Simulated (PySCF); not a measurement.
3-fluoro-3-methyloxetane (C4H7FO), SMILES C1OCC1(C)F.

Coordinates come from a PBE0-D3(BJ)/def2-SVP optimisation.

All values below come from PySCF with PBE/def2-TZVP.

Symmetry labels are those of the subgroup Cs that the program uses (full group Cs).

List the valence orbital energies around the gap with their symmetry. (An estimate is asked for; the answer gives what the named calculation found.)


| orbital | symmetry | energy (eV) |
|---|---|---|
| HOMO−7 | A" | -10.42 |
| HOMO−6 | A" | -10.07 |
| HOMO−5 | A' | -9.96 |
| HOMO−4 | A" | -9.32 |
| HOMO−3 | A' | -9.09 |
| HOMO−2 | A' | -7.39 |
| HOMO−1 | A" | -7.39 |
| HOMO | A' | -5.95 |
| LUMO | A' | 0.19 |
| LUMO+1 | A' | 0.56 |
| LUMO+2 | A' | 1.29 |
| LUMO+3 | A" | 1.63 |
